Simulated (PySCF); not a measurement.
**SMILES COC[C@@H]1C[C@H]1C#N, C₆H₉NO**

Molfile (atoms numbered from 1):
```
C6H9NO
     RDKit          3D

 17 17  0  0  0  0  0  0  0  0999 V2000
   -2.6201   -0.4701    0.2882 C   0  0  0  0  0  0  0  0  0  0  0  0
   -1.2543   -0.4759   -0.0303 O   0  0  0  0  0  0  0  0  0  0  0  0
   -0.6649    0.8002    0.0475 C   0  0  0  0  0  0  0  0  0  0  0  0
    0.7980    0.7151   -0.3249 C   0  0  2  0  0  0  0  0  0  0  0  0
    1.2509   -0.2215   -1.3937 C   0  0  0  0  0  0  0  0  0  0  0  0
    1.5745   -0.5270    0.0500 C   0  0  1  0  0  0  0  0  0  0  0  0
    2.9077   -0.3822    0.5090 C   0  0  0  0  0  0  0  0  0  0  0  0
    3.9839   -0.2537    0.8796 N   0  0  0  0  0  0  0  0  0  0  0  0
   -3.1894    0.1565   -0.4094 H   0  0  0  0  0  0  0  0  0  0  0  0
   -2.9616   -1.5002    0.2116 H   0  0  0  0  0  0  0  0  0  0  0  0
   -2.7895   -0.1031    1.3081 H   0  0  0  0  0  0  0  0  0  0  0  0
   -1.1756    1.4980   -0.6384 H   0  0  0  0  0  0  0  0  0  0  0  0
   -0.7664    1.2032    1.0699 H   0  0  0  0  0  0  0  0  0  0  0  0
    1.3152    1.6628   -0.2319 H   0  0  0  0  0  0  0  0  0  0  0  0
    2.0576    0.0863   -2.0422 H   0  0  0  0  0  0  0  0  0  0  0  0
    0.5067   -0.8481   -1.8591 H   0  0  0  0  0  0  0  0  0  0  0  0
    1.0203   -1.3282    0.5227 H   0  0  0  0  0  0  0  0  0  0  0  0
  1  2  1  0
  2  3  1  0
  3  4  1  0
  4  5  1  0
  5  6  1  0
  6  7  1  0
  7  8  3  0
  6  4  1  0
  1  9  1  0
  1 10  1  0
  1 11  1  0
  3 12  1  0
  3 13  1  0
  4 14  1  6
  5 15  1  0
  5 16  1  0
  6 17  1  1
M  END
```

Computed with TDDFT LC-wPBE/aug-cc-pVDZ circular dichroism and optical rotation, one conformer, gas phase (PySCF 2.14.0). Geometry: GFN2-xTB.

The molecule is flexible and this is one conformer; a measurement averages over conformers.

Stereocentres: C4 R, C6 R.

What is the specific rotation at 633, 589.3, 546, 436, 405, 365, 355 nm?

[α] in deg dm⁻¹ (g/mL)⁻¹:
| λ (nm) | origin-invariant length gauge | modified velocity gauge | length gauge (centre of mass) | isotropic polarisability (au) |
| --- | --- | --- | --- | --- |
| 633 | -122.1 | -119.5 | -122.0 | 79.2 |
| 589.3 | -142.5 | -139.4 | -142.3 | 79.5 |
| 546 | -168.3 | -164.7 | -168.1 | 79.8 |
| 436 | -279.4 | -273.5 | -279.0 | 81.1 |
| 405 | -332.1 | -325.1 | -331.7 | 81.6 |
| 365 | -426.9 | -418.0 | -426.4 | 82.6 |
| 355 | -457.3 | -447.8 | -456.7 | 83.0 |

And for the mirror image at 589.3 nm?

+142.5 deg dm⁻¹ (g/mL)⁻¹ (origin-invariant length gauge): the same size and the opposite sign.

What is the molar rotation [Φ] = [α]·M/100 of the geometry above at 589.3 nm?

With M = 111.14 g/mol, -158.4 deg cm² dmol⁻¹ (origin-invariant length gauge).

The first excitation lies at 7.35 eV (169 nm) with R = +7.3 × 10⁻⁴⁰ esu² cm² (velocity form).
